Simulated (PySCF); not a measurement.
CH₃BrSe. Atoms are numbered in the order given.

```xyz
6

Se     0.4992    -0.9275     0.0000
Br    -0.1231     1.3496     0.0000
C     -1.3028    -1.6907     0.0000
H     -1.1565    -2.7822     0.0000
H     -1.8451    -1.3880    -0.9046
H     -1.8451    -1.3880     0.9046
```

Coordinates come from a B3LYP-D3(BJ)/def2-SVP optimisation.

Level of theory: PBE/def2-TZVPD in PySCF.

Symmetry labels are those of the subgroup Cs that the program uses (full group Cs).

Computed valence orbital energies around the gap with their symmetry:
| orbital | symmetry | energy (eV) |
|---|---|---|
| HOMO−7 | A' | -15.61 |
| HOMO−6 | A' | -10.98 |
| HOMO−5 | A" | -10.73 |
| HOMO−4 | A' | -9.66 |
| HOMO−3 | A' | -8.70 |
| HOMO−2 | A" | -7.68 |
| HOMO−1 | A' | -7.09 |
| HOMO | A" | -5.42 |
| LUMO | A' | -3.36 |
| LUMO+1 | A' | -0.96 |
| LUMO+2 | A' | -0.20 |
| LUMO+3 | A' | 0.32 |
